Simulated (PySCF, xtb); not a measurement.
B(Cl)(F)(NHMe) (CH4BClFN), SMILES CNB(F)Cl. Other conformers were not sampled.

Harmonic wavenumbers (cm⁻¹) from GFN2-xTB (xtb) at its own minimum, in rising order: 148, 158, 185, 298, 391, 461, 642, 659, 997, 1064, 1110, 1137, 1303, 1409, 1465, 1471, 1502, 2973, 2988, 3053, 3465.

Problem. What does PBE-D3(BJ)/def2-SVP in PySCF give at its own minimum? (Estimate from the structure and the level; the computed values follow.)

Solution. 143, 151, 197, 323, 423, 554, 606, 700, 1035, 1065, 1104, 1173, 1342, 1401, 1420, 1427, 1536, 2950, 3015, 3087, 3547. Paired by order, the mean absolute difference is 32 cm⁻¹ and the zero-point energies are 38.4 and 38.9 kcal/mol.
